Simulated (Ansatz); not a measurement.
C₃H₉FZr (`[CH3][Zr]([CH3])([CH3])[F]`) at its PBE0-D4/def2-TZVP geometry, where that method's forces vanish. The species carries charge 0 and has multiplicity 1. Zr: def2 effective core potential.

```xyz
14

C     1.9012    0.8489    0.0743
Zr   -0.1611    0.3079   -0.5216
C    -0.2606   -1.8769   -0.8661
C    -1.5151    0.8021    1.1604
F    -0.6795    1.2573   -2.0885
H     2.2889    1.7177   -0.4686
H     2.5895    0.0124   -0.1010
H     1.9353    1.0837    1.1464
H    -1.1222   -2.3034   -0.3358
H    -0.3620   -2.1367   -1.9254
H     0.6398   -2.3754   -0.4847
H    -2.5408    1.0033    0.8317
H    -1.5525   -0.0289    1.8768
H    -1.1609    1.6880    1.7022
```

(1) What forces (eV/Å) does r2SCAN-D4/def2-TZVPP give on these atoms in Ansatz? (An estimate is asked.)

## Answers

(1) Computed: 
```
C1   0.047  0.019  0.007
Zr2  0.017 -0.030  0.041
C3  -0.007 -0.048 -0.013
C4  -0.034  0.020  0.033
F5  -0.023  0.041 -0.066
H6   0.003 -0.011  0.014
H7  -0.004  0.015  0.002
H8   0.005 -0.002 -0.017
H9   0.013  0.002 -0.012
H10  0.002 -0.007  0.016
H11 -0.015  0.002 -0.008
H12  0.011 -0.002  0.014
H13 -0.002  0.015 -0.009
H14 -0.011 -0.014 -0.004
```
